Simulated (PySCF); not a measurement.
# Mo⁸⁺: ionisation energy

Mo⁸⁺ [Ar] 3d10 4s2 4p4 (3P) → Mo⁹⁺ [Ar] 3d10 4s2 4p3 (4S), as a difference of total energies. All numbers are calculated (PySCF 2.14, the spin-free X2C one-electron Hamiltonian (Gaussian nucleus), in an even-tempered Gaussian basis (22 s from 0.14 bohr⁻², ratio 2.5; 15 p from 0.18 bohr⁻², ratio 2.5; 10 d from 0.33 bohr⁻², ratio 2.5; 5 f from 2.7 bohr⁻², ratio 2.7; 5 g from 4 bohr⁻², ratio 2.7)). The calculations carry no spin-orbit coupling.

```
method  ionisation energy (eV)
   UHF                  161.79
  MN15                  163.85
M06-2X                  162.85
```

Spin-orbit coupling is strong in these open shells (close to jj coupling). The scalar numbers leave it out and a first-order estimate fails, so it can dominate the gap to the real levels.

For comparison: 164.12 ± 0.09 eV (measured; NIST Atomic Spectra Database, ionization energies).
